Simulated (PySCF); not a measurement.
Computed shifts of a molecule C₃H₆BNO, HF/pcSseg-1 in PySCF, GIAO, gas phase, equivalent atoms averaged, in ppm (number of nuclei): ¹³C: 131.9 (1), 11.3 (1), 6.5 (1). ¹⁵N: 316.1 (1). ¹H: 6.67 (1), 1.92 (2), 0.87 (3). References: ¹³C against TMS (σ = 192.6 ppm); ¹¹B against BF3 (σ = 102.7 ppm); ¹⁷O against H2O (σ = 333.0 ppm); ¹⁵N against NH3 (σ = 267.3 ppm); ¹H against TMS (σ = 31.99 ppm), references at their B3LYP-D3(BJ)/def2-TZVP geometries, non-relativistic. Geometry optimised at ωB97X-D3(BJ)/def2-SVP. One conformer was computed; it need not be the lowest.

**Question.** Which structure fits?
(A) CB(O)CC#N
(B) C[C@H]1N=CB1O
(C) CC1=COB1N
(D) CCB1N=CO1

**Answer.** A, CB(O)CC#N
